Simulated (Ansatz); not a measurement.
The cluster Li₈H₈⁻, relaxed as a doublet with UKS r2SCAN-D4/def2-SVPD in Ansatz, starting from the GFN1-xTB geometry. Force threshold 0.02 eV/Å.

The highest occupied level of the charge -1 doublet lies above zero (up to 1.09 eV). By energy differences its removal costs 0.61 eV (vertical, to the charge 0 singlet, at PBE0-D4/def2-TZVPD). The relaxation made no stability test and no search for a lower SCF solution. The structure comes from a short search, and lower isomers may exist.

Start:

```xyz
16

Li    0.546    1.124   -1.174
Li   -1.475    2.292    0.899
Li   -0.454   -1.723   -1.397
Li    2.293   -0.476   -0.609
Li    1.393   -2.640    0.226
Li   -2.103    0.254   -0.387
Li    1.056    1.255    1.398
Li   -1.225    0.440    2.305
H    -0.295    2.092    2.251
H    -2.146   -1.094   -1.400
H     2.045    1.323   -0.056
H     2.945   -1.909    0.046
H     0.926   -0.469   -1.910
H    -1.034    1.863   -0.750
H    -2.653    0.919    1.317
H     0.180   -3.253   -0.759
```

```
step  energy (eV)  largest force component (eV/Å)  SCF passes
   1   -1768.2040                           0.305          15
   2   -1768.3853                           0.123          21
   3   -1768.3951                           0.182          21
   4   -1768.4248                           0.034          18
   5   -1768.4307                           0.042          20
   6   -1768.4345                           0.023          22
   7   -1768.4410                           0.038          18
   8   -1768.4482                           0.029          17
   9   -1768.4652                           0.083          22
  10   -1768.4945                           0.141          22
  11   -1768.5395                           0.172          21
  14   -1768.6652                           0.100          21
  17   -1768.7600                           0.195          22
  20   -1768.8549                           0.095          21
  23   -1768.9515                           0.061          21
  26   -1769.0195                           0.082          17
  29   -1769.0598                           0.024          22
  32   -1769.0656                           0.017          22
  35   -1769.0933                           0.091          19
  38   -1769.1998                           0.167          19
  41   -1769.3089                           0.079          20
  44   -1769.3476                           0.057          20
  47   -1769.3516                           0.030          18
  50   -1769.3544                           0.027          18
  53   -1769.3586                           0.016          18
```

Force components are those of the run's own axes.

End:

```xyz
16

Li   -0.203    0.891   -2.037
Li   -0.976    2.327    1.097
Li   -0.253   -1.488   -1.289
Li    2.199   -1.208   -1.029
Li    0.958   -1.904    1.059
Li   -1.842    0.320   -0.178
Li    1.012    0.735    0.631
Li   -0.979    0.100    2.303
H     0.243    1.544    2.110
H    -1.598   -0.303   -1.878
H    -0.397   -0.653    0.567
H     2.304   -0.581    0.630
H     1.159   -0.236   -2.102
H    -0.379    1.913   -0.567
H    -2.321    1.153    1.366
H     1.073   -2.610   -0.683
```

Bonds formed: Li1–H10, Li4–H16, Li6–H11, Li7–H12 (atoms count from 1). Metal–metal contacts that move far: Li5–Li7 4.08 to 2.67 Å, Li1–Li4 2.44 to 3.35 Å, Li3–Li4 3.12 to 2.48 Å, Li1–Li3 3.03 to 2.49 Å.

The force fell under the threshold at step 30, but the optimiser went on and released 0.296 eV more. No frequencies were taken in this run, so the end may be a saddle point.

Run time 5.5 min (4 threads of Arm Neoverse V1 on a shared host).
